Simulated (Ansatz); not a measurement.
Program: Ansatz. Geometries: PBE0-D4/def2-TZVP. ΔE: electronic, gas phase. CCSD(T)/CBS is the MP2 limit (def2-TZVPP, def2-QZVPP) plus CCSD(T) − MP2 in def2-TZVPP, frozen cores. For Ge outer-core shells are correlated without core-valence functions, which leaves a few kJ/mol of doubt a bond. Scalar relativity is left out up to krypton.

Reaction (cleavage of the Ge–Si bond): `C[SiH](F)[GeH3]` + `F[SiH]1CN1` → `F[SiH]1C[N]1[GeH3]` + `C[SiH2]F`

```csv
species,MP2/CBS(def2) energy (Eh)
`C[SiH](F)[GeH3]`,-2507.24981
`F[SiH]1CN1`,-484.00878
`F[SiH]1C[N]1[GeH3]`,-2561.31324
`C[SiH2]F`,-429.95418
```

Problem. Work out ΔE.

Solution. ΔE = (-2561.31324) + (-429.95418) − (-2507.24981) − (-484.00878) = -0.00883 Eh = -23.2 kJ/mol. CCSD(T)/CBS gives -16.2 kJ/mol.

Largest T1 diagnostic among the species: 0.012.

In def2-TZVPP, CCSD(T) changes the Hartree–Fock value by +14.4 kJ/mol (the triples alone add +0.8 kJ/mol) and MP2 by +7.4 kJ/mol. From PBE to PBE0 (25 % exact exchange), in def2-TZVPP and without D4, ΔE moves by −5.8 kJ/mol.
